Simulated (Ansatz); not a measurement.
Born–Oppenheimer molecular dynamics of AlClFH2N (6 atoms, charge 0, multiplicity 1). It starts from a relaxed structure.

The calculation used Ansatz 0.2.0, RKS PBE0-D4/STO-3G.

```yaml
ensemble: NVT, Langevin thermostat
time_step: 0.5 fs
steps_asked: 250
set_temperature: 100 K
friction: 0.05 /fs
temperature_schedule: 62 steps to 100 K, then 188 steps to 25 K
seed: 572125
```

First frame:

```xyz
6
Properties=species:S:1:pos:R:3
Al 0.060 -0.027 -0.024
F -0.008 -0.490 1.527
N 1.525 -0.025 -0.909
H 2.445 -0.305 -0.536
H 1.622 0.258 -1.895
Cl -1.669 0.589 -0.997
```

Task: How far do the bonds stretch over the last three quarters of this one trajectory? (Pairs bonded in most of those frames.)

Result: 
| bond | mean (Å) | spread (Å) | shortest | longest |
| --- | --- | --- | --- | --- |
| Al1–F2 | 1.618 | 0.008 | 1.60 | 1.63 |
| Al1–N3 | 1.718 | 0.020 | 1.69 | 1.76 |
| Al1–Cl6 | 2.080 | 0.016 | 2.04 | 2.11 |
| N3–H4 | 1.032 | 0.008 | 1.01 | 1.05 |
| N3–H5 | 1.032 | 0.014 | 1.01 | 1.05 |

Mean temperature of the second half: 52 K. The schedule's set-point averaged 50 K over the second half and the system 52 K. A run of 0.12 ps of so small a system gives no equilibrium averages. Limits of this set-up: minimal basis.

The run took 3.9 min on 1 thread of Arm Neoverse V2 (shared host), peak memory 0.085 GiB.
